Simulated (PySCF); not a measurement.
## ZnF at PBE

Level: PBE. basis Zn def2-TZVPP, F def2-TZVPP; no relativity; PySCF 2.14.

| Quantity | Value |
| --- | --- |
| state | ²Σ⁺ (doublet), unpaired electrons σ ↑ |
| bond length | 1.807 Å |
| harmonic wavenumber | 564 cm⁻¹ |
| force constant | 2.74 mdyn/Å |
| rotational constant Be | 0.3527 cm⁻¹ |
| anharmonicity ωexe | 3.61 cm⁻¹ |
| vibration–rotation constant αe | 0.00317 cm⁻¹ |
| well depth De to Zn + F | 73.2 kcal/mol |
| dissociation energy D0 | 72.4 kcal/mol |
| bond order (Mayer) | 0.89 |
| dipole moment (positive dipole means Zn(−)F(+)) | -2.82 D |

The state is the lowest determinant that a PBE0 search found; another state may lie lower at other levels.
